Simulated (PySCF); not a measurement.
TDDFT excited states: C5H9NS

Compound: C5H9NS.
InChI=1S/C5H9NS/c1-4-5(7)6(2)3/h4H,1H2,2-3H3

Computed, not measured: PySCF, TDDFT CAM-B3LYP/def2-SVPD, vertical, gas phase, core orbitals frozen in the response. Geometry: GFN2-xTB, one conformer, isolated molecule. Torsions of this conformer, `[CH2:1]=[CH:2][C:3](=[S:4])[N:5]([CH3:6])[CH3:7]`: C1–C2–C3–S4 -26°, C2–C3–N5–C6 172°.

```tsv
state	E (eV)	ν̃ (cm⁻¹)	f	|μ| (D)	main configurations (H = HOMO, L = LUMO)
S1	2.86	23070	0.0012	0.34	H→L (94%)
S2	4.16	33560	0.123	2.79	H-1→L (94%)
S3	5.66	45660	0.0079	0.61	H→L+1 (59%), H→L+2 (11%), H→L+3 (8%)
S4	5.82	46960	0.268	3.49	H-2→L (77%), H→L+4 (10%)
S5	5.97	48150	0.035	1.25	H-1→L+1 (64%), H→L+4 (9%)
S6	6.03	48620	0.048	1.45	H→L+4 (26%), H-1→L+1 (20%), H→L+1 (15%)
S7	6.22	50160	0.041	1.32	H→L+3 (35%), H→L+5 (26%), H→L+4 (13%)
S8	6.56	52950	0.061	1.56	H-1→L+2 (31%), H-1→L+4 (30%), H-3→L (12%)
```

Triplets, Tamm–Dancoff:

```
state  E (eV)  λ (nm)  main configurations (H = HOMO, L = LUMO)
   T1    2.50   495.8                     H→L (86%), H-1→L (8%)
   T2    2.77   448.2                     H-1→L (84%), H→L (9%)
   T3    3.87   320.8                               H-2→L (81%)
```

The lowest singlet lies at 2.86 eV (433 nm, visible) and is very weak; its leading configuration is HOMO→LUMO (94%). The strongest level in the table is S4 at 5.82 eV (213 nm, f = 0.268). Löwdin shares by element: HOMO sulfur 72%, carbon 14% or more; LUMO carbon 57% or more, sulfur 18% (atoms not listed hold the other 25%). Of the 8 states listed, 6 reach f = 0.01 and none stays under 0.0005. Weighted by f, the mean energy of these states is 5.60 eV. Orbital energies (eV): HOMO-3 -11.07, HOMO-2 -9.28, HOMO-1 -7.51, HOMO -7.09, LUMO -0.57, LUMO+1 1.01, LUMO+2 1.87. S1 lies in the visible range (380 to 750 nm), at 433 nm, f = 0.0012; light of that wavelength is violet to blue, and its complementary colour is yellow-green to yellow; a Tamm–Dancoff triplet lies at 496 nm, without intensity as long as spin–orbit coupling is left out. The window holds the lowest 8 singlets.
